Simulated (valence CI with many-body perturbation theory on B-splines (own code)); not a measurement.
Values are calculated unless marked as measured or tabulated.
Level structure of Au8+

Method: relativistic CI+MBPT: three valence electrons over a frozen Dirac-Fock core [Xe] 4f14, radial functions for each j: 7 s, 7 p, 8 d, 6 f, 4 g, 1 h, with the one-electron correlation potential Σ1, the two-electron term Σ2, the three-electron term Σ3, Breit, model QED; selected CI, second order for the rest, scaled by the run's own slope (own B-spline code, finite nucleus).

No measured levels were compared; by estimate terms of the open shell hold to 2 to 4 % of their energy, and close levels can change places; different configurations can be misplaced against each other by 1,000 to 8,000 cm⁻¹. Only levels of the ground parity were solved; by the run's estimate the other parity begins above the list, which can be wrong where configurations are misplaced.

Levels 1 to 34 of 34, with energies above the lowest level, (5d3/2^3) J=3/2. "Leading %" is the weight of the configuration and term that name the level; weights of strongly mixed levels are sums over their largest components and can fall short, so below about 35 % the name and the second component can differ from the true leading terms, or belong to a minority configuration. In the jj column 3d3/2^4 stands for four electrons in 3d with j = 3/2.

```csv
No.,Configuration,Term,J,E (cm⁻¹),Leading %,Second component,Leading jj
1,5d3,4F,3/2,0.0,74,21 % 5d3 2D,5d3/2^3 (82 %)
2,5d3,4F,5/2,12281,92,7 % 5d3 2D,5d3/2^2 5d5/2 (93 %)
3,5d3,4F,7/2,20149,73,23 % 5d3 2G,5d3/2^2 5d5/2 (70 %)
4,5d3,4P,3/2,21703,45,33 % 5d3 2P,5d3/2^2 5d5/2 (86 %)
5,5d3,2G,9/2,23716,40,36 % 5d3 4F,5d3/2^2 5d5/2 (84 %)
6,5d3,4P,1/2,25450,68,32 % 5d3 2P,5d3/2^2 5d5/2 (97 %)
7,5d3,2G,7/2,36790,70,26 % 5d3 4F,5d3/2 5d5/2^2 (78 %)
8,5d3,4P,5/2,38682,85,11 % 5d3 2D,5d3/2 5d5/2^2 (50 %)
9,5d3,2H,9/2,38716,52,47 % 5d3 4F,5d3/2 5d5/2^2 (73 %)
10,5d3,2D,3/2,44455,44,41 % 5d3 4P,5d3/2 5d5/2^2 (96 %)
11,5d3,2P,1/2,46543,67,32 % 5d3 4P,5d3/2 5d5/2^2 (97 %)
12,5d3,2H,11/2,49400,100,,5d3/2 5d5/2^2 (100 %)
13,5d3,2D,5/2,53656,92,5 % 5d3 4F,5d3/2 5d5/2^2 (66 %)
14,5d3,2F,5/2,57483,80,12 % 5d3 2D,5d3/2 5d5/2^2 (66 %)
15,5d3,2F,7/2,59955,92,7 % 5d3 2G,5d3/2 5d5/2^2 (91 %)
16,5d3,2G,9/2,60450,59,24 % 5d3 2H,5d5/2^3 (87 %)
17,5d3,2P,3/2,65376,56,30 % 5d3 2D,5d5/2^3 (75 %)
18,5d3,2D,3/2,86090,96,,5d3/2 5d5/2^2 (75 %)
19,5d3,2D,5/2,89853,77,16 % 5d3 2F,5d5/2^3 (76 %)
20,5d2 6s,4F,3/2,220530,88,11 % 5d2 6s 2D,5d3/2^2 6s (93 %)
21,5d2 6s,4F,5/2,224470,64,20 % 5d2 6s 2F,5d3/2^2 6s (87 %)
22,5d2 6s,4F,7/2,238980,92,7 % 5d2 6s 2F,5d3/2 5d5/2 6s (96 %)
23,5d2 6s,4P,1/2,242600,82,11 % 5d2 6s 2S,5d3/2^2 6s (80 %)
24,5d2 6s,2F,5/2,243950,51,34 % 5d2 6s 4F,5d3/2 5d5/2 6s (88 %)
25,5d2 6s,4F,9/2,249360,78,21 % 5d2 6s 2G,5d3/2 5d5/2 6s (66 %)
26,5d2 6s,4P,3/2,251290,82,14 % 5d2 6s 2D,5d3/2 5d5/2 6s (97 %)
27,5d2 6s,4P,5/2,251700,51,24 % 5d2 6s 2F,5d3/2 5d5/2 6s (98 %)
28,5d2 6s,2D,3/2,256950,45,34 % 5d2 6s 2P,5d3/2 5d5/2 6s (87 %)
29,5d2 6s,2F,7/2,256980,51,46 % 5d2 6s 2G,5d3/2 5d5/2 6s (90 %)
30,5d2 6s,2P,1/2,261960,86,11 % 5d2 6s 4P,5d3/2 5d5/2 6s (90 %)
31,5d2 6s,2G,9/2,269230,78,21 % 5d2 6s 4F,5d5/2^2 6s (65 %)
32,5d2 6s,2G,7/2,272830,52,41 % 5d2 6s 2F,5d5/2^2 6s (86 %)
33,5d2 6s,2D,5/2,273170,52,42 % 5d2 6s 4P,5d5/2^2 6s (99 %)
34,5d2 6s,2P,3/2,279410,64,30 % 5d2 6s 2D,5d5/2^2 6s (91 %)
```

The ionisation energy to 5d2 3F_2 of the next ion comes out as 131.14 eV (NIST: 130.1 ± 2.2 eV (theoretical)). All 34 levels together are meant to be complete up to 280000 cm⁻¹.
